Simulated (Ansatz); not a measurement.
Start from `OB(O)Br` and change one element to get `[OH][In]([OH])[Br]`.

Ansatz, PBE0-D4/def2-TZVP geometries, multiplicity 1. Each molecule was computed in one conformer, which needn't be the lowest.

Elements past krypton have def2 core potentials. Scalar relativity is left out up to krypton.

```
                                          property  `OB(O)Br`
               HOMO–LUMO gap (PBE/def2-TZVPP) / eV       6.70
              HOMO–LUMO gap (PBE0/def2-TZVPP) / eV       8.90
size of the dipole moment (ωB97M-V/def2-TZVPP) / D       2.04
                HOMO energy (PBE0/def2-TZVPP) / eV      -8.43
                 LUMO energy (PBE/def2-TZVPP) / eV      -0.39
               HOMO energy (B3LYP/def2-TZVPP) / eV      -8.16
```

Task: Give the same properties after the change, and the shifts. (An estimate is asked.)

Result: Ansatz gave: 
```
                                          property  `[OH][In]([OH])[Br]`  shift
               HOMO–LUMO gap (PBE/def2-TZVPP) / eV                  4.06  -2.64
              HOMO–LUMO gap (PBE0/def2-TZVPP) / eV                  6.32  -2.58
size of the dipole moment (ωB97M-V/def2-TZVPP) / D                  1.37  -0.67
                HOMO energy (PBE0/def2-TZVPP) / eV                 -8.59  -0.16
                 LUMO energy (PBE/def2-TZVPP) / eV                 -3.14  -2.75
               HOMO energy (B3LYP/def2-TZVPP) / eV                 -8.32  -0.16
```

With PBE0 the HOMO falls by 0.16 eV and the LUMO falls by 2.72 eV, so the gap narrows by about 2.56 eV. PBE moves the HOMO by -0.12 eV and ωB97M-V by -0.14 eV. Dipoles are sizes alone; their direction can turn.

B3LYP here is the variant with VWN-RPA as its local correlation; programs differ in this.

Spin–orbit coupling is left out; it splits and shifts lone-pair levels of the heavy atoms by tenths of an eV.
